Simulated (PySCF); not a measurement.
Species: C6H7F3.
Atom-mapped SMILES: `[F:1][C:2]([F:3])([F:4])[CH:5]=[C:6]1[CH2:7][CH2:8][CH2:9]1` (hydrogens: H10 on C5; H11, H12 on C7; H13, H14 on C8; H15, H16 on C9)

Geometry (GFN2-xTB, Å), atoms numbered from 1 in this order:
```xyz
16
C6H7F3 angstrom
F      2.0100   -1.5559   -0.2897
C      2.3671   -0.2804   -0.0724
F      3.2734    0.0259   -1.0178
F      3.0443   -0.2807    1.0975
C      1.2229    0.6754   -0.0682
C     -0.0322    0.3154    0.1489
C     -0.7288   -0.9829    0.4258
C     -2.0590   -0.2133    0.5264
C     -1.3098    1.0967    0.2166
H      1.5093    1.7019   -0.2386
H     -0.6685   -1.7013   -0.3896
H     -0.4013   -1.4785    1.3382
H     -2.7998   -0.4945   -0.2176
H     -2.5169   -0.2412    1.5116
H     -1.5845    1.5767   -0.7212
H     -1.3337    1.8457    1.0062
```

Method used: TDDFT PBE0/def2-SVPD, vertical, gas phase, core orbitals frozen in the response (PySCF 2.14.0, density-fitted response routines).

```json
{"state": "S1", "E (eV)": "6.70", "λ (nm)": "185.2", "f": "0.344", "|μ| (D)": "3.68", "main configurations (H = HOMO, L = LUMO)": "H→L (96%)"}
{"state": "S2", "E (eV)": "7.02", "λ (nm)": "176.7", "f": "0.0003", "|μ| (D)": "0.11", "main configurations (H = HOMO, L = LUMO)": "H-1→L (97%)"}
{"state": "S3", "E (eV)": "7.29", "λ (nm)": "170.1", "f": "0.0026", "|μ| (D)": "0.31", "main configurations (H = HOMO, L = LUMO)": "H→L+1 (94%)"}
{"state": "S4", "E (eV)": "7.46", "λ (nm)": "166.1", "f": "0.0011", "|μ| (D)": "0.20", "main configurations (H = HOMO, L = LUMO)": "H-2→L (97%)"}
{"state": "S5", "E (eV)": "7.85", "λ (nm)": "157.9", "f": "0.0056", "|μ| (D)": "0.43", "main configurations (H = HOMO, L = LUMO)": "H→L+2 (90%)"}
{"state": "S6", "E (eV)": "8.07", "λ (nm)": "153.6", "f": "0.0002", "|μ| (D)": "0.08", "main configurations (H = HOMO, L = LUMO)": "H→L+3 (68%), H-3→L (28%)"}
```

Triplets (Tamm–Dancoff): T1 4.13 eV, H→L (94%); T2 6.52 eV, H-1→L (93%).

The lowest singlet comes at 185 nm (646 kJ/mol) in the vacuum ultraviolet; it is strong; its leading configuration is HOMO→LUMO (96%). The lowest level is also the most intense of those listed (f = 0.344). Löwdin shares by element: HOMO carbon 75% or more (atoms not listed hold the other 25%); LUMO carbon 67% or more (atoms not listed hold the other 33%). Orbital energies (eV): HOMO-3 -10.39, HOMO-2 -9.82, HOMO-1 -9.29, HOMO -7.84, LUMO -0.69, LUMO+1 0.61, LUMO+2 1.15. Weighted by f, the mean energy of these states is 6.72 eV. Of the 6 states listed, 1 reaches f = 0.01 and 2 stay under 0.0005. Only the lowest 6 singlets were computed, as vertical energies without vibronic structure.
